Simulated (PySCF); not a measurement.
Computed shifts of a molecule C5H7F, PySCF with PBE/pcSseg-1, GIAO, gas phase, atoms alike by connectivity averaged where their shifts nearly agree, in ppm (number of nuclei): ¹⁹F: -144.5 (1). ¹³C: 158.6 (1), 123.3 (1), 13.3 (1), 13.0 (2). ¹H: 7.15 (1), 4.25 (1), 2.11 (1), 1.14 (2), 0.58 (2). References: ¹⁹F against CFCl3 (σ = 133.6 ppm); ¹³C against TMS (σ = 182.0 ppm); ¹H against TMS (σ = 31.49 ppm), references at their B3LYP-D3(BJ)/def2-TZVP geometries, non-relativistic. Coordinates come from a B3LYP-D3(BJ)/def2-SVP optimisation. Other conformers were not sampled.

### Question
Pick the molecule that these values belong to.
(A) C=C/C(F)=C\C
(B) F/C=C\C1CC1
(C) C=C=C(F)CC
(D) C=CC(F)C=C

### Answer
B, F/C=C\C1CC1
